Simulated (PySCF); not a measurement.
Job for PySCF: R-BP86/6-31G* on N2 (SMILES N#N).

```python
from pyscf import gto, scf, dft, mp
from pyscf.data.elements import chemcore

mol = gto.M(
    atom='''
    N     0.64685212   -0.21103397   -0.51132429
    N    -0.33486306    0.26386645   -0.48760990
    ''',
    basis='6-31g*',
    cart=True,
    charge=0, spin=0, verbose=3, max_memory=1800)
mf = dft.RKS(mol, xc='b88,p86')
mf.conv_tol = 1e-8
mf.max_cycle = 100
mf.kernel()
if not mf.converged:
    mf = mf.newton().run(mf.mo_coeff, mf.mo_occ)
```

It printed:

```
converged SCF energy = -109.524578860342
```

The run converged.

Cost: roughly 0.3 core-seconds.
